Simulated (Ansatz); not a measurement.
`C[SiH2]C1=C[SiH2]1` + `OB(O)O` → `C[SiH2]OB(O)O` + `C1=C[SiH2]1`  (ligand exchange at the Si–C bond)

Computed with Ansatz on PBE0-D4/def2-TZVP structures; ΔE is electronic, products minus reactants. CCSD(T)/CBS adds triple-zeta CCSD(T) − MP2 to the extrapolated MP2 energy (def2 sets, frozen cores). This one scheme is used for every species. One conformer a species, not always the lowest.

`C[SiH2]C1=C[SiH2]1`:

Z-matrix (Å, degrees):
```
C
Si 1 1.869
H 1 1.093 2 110.8
H 1 1.093 2 110.8 3 -120.0
H 1 1.092 2 110.8 3 119.9
C 2 1.849 1 112.0 3 179.9
H 2 1.489 1 110.6 3 59.6
H 2 1.489 1 110.6 3 -59.8
Si 6 1.828 2 153.8 1 180.0
C 6 1.337 2 139.0 1 0.1
H 9 1.482 6 121.1 2 75.7
H 9 1.482 6 121.1 2 -75.6
H 10 1.084 6 134.6 2 -0.0
```

`OB(O)O`:

Cartesian coordinates in Å:
```
O -0.404 1.248 -0.380
B 0.000 0.000 0.000
O -0.652 -0.651 1.009
O 1.055 -0.597 -0.629
H -1.152 1.560 0.134
H -0.277 -1.517 1.183
H 1.428 -0.043 -1.317
```

`C[SiH2]OB(O)O`:

Z-matrix (Å, degrees):
```
C
Si 1 1.858
H 1 1.092 2 110.3
H 1 1.094 2 110.3 3 119.7
H 1 1.093 2 111.1 3 -120.4
O 2 1.658 1 111.5 3 61.7
H 2 1.487 1 110.7 3 -60.2
H 2 1.485 1 111.0 3 178.8
B 6 1.362 2 131.0 1 -61.0
O 9 1.367 6 119.8 2 2.1
O 9 1.367 6 121.0 2 -178.0
H 10 0.960 9 112.2 6 -179.3
H 11 0.960 9 111.9 6 0.5
```

`C1=C[SiH2]1`:

Z-matrix (Å, degrees):
```
Si
C 1 1.808
C 1 1.808 2 43.2
H 1 1.482 2 121.6 3 104.1
H 1 1.482 2 121.6 3 -104.1
H 2 1.083 1 155.7 3 -180.0
H 3 1.083 1 155.7 2 -180.0
```

```json
{"species": "`C[SiH2]C1=C[SiH2]1`", "CCSD(T)/CBS(def2) energy (Eh)": "-697.07276"}
{"species": "`OB(O)O`", "CCSD(T)/CBS(def2) energy (Eh)": "-252.29421"}
{"species": "`C[SiH2]OB(O)O`", "CCSD(T)/CBS(def2) energy (Eh)": "-581.88802"}
{"species": "`C1=C[SiH2]1`", "CCSD(T)/CBS(def2) energy (Eh)": "-367.50726"}
```

(1) Work out ΔE.

Largest T1 diagnostic among the species: 0.013.

Results:

(1) ΔE = (-581.88802) + (-367.50726) − (-697.07276) − (-252.29421) = -0.02831 Eh = -74.3 kJ/mol.

From PBE to PBE0 (25 % exact exchange), in def2-TZVPP and without D4, ΔE moves by −4.9 kJ/mol. In def2-TZVPP, CCSD(T) changes the Hartree–Fock value by +17.6 kJ/mol (the triples alone add +3.2 kJ/mol) and MP2 by +19.6 kJ/mol.
